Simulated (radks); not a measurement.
The numbers below are computed, except where a source is named.
Q: The mean radii <r> (bohr) of the occupied orbitals of an atom or ion are listed with their occupations. Code: a radial shooting solver on a logarithmic mesh with Libxc functionals. Model: scalar-relativistic Kohn-Sham, r2SCAN, spin-polarised, spherical densities, finite nucleus; meta-GGA in the generalised Kohn-Sham scheme; Fermi nuclear charge, rms radius of each element as measured or else 0.836 A^(1/3) + 0.57 fm.

| orbital | occ. | <r> |
|---|---|---|
| 1s up | 1 | 0.4169 |
| 1s down | 1 | 0.4182 |
| 2s up | 1 | 2.260 |

Name the element and its charge. Open shells, if any, are filled with parallel spins first.

A: Z = 4, beryllium, charge +1: Be+ in [He] 2s1. The 1s radius gives Z: for a bare nucleus <r> = (2 gamma + 1)/(2Z) with gamma = sqrt(1 - (Z/c)^2), 0.3749 bohr for Z = 4, and screening makes it slightly larger (0.4169 here). The occupations add up to 3, and the charge is Z minus that.
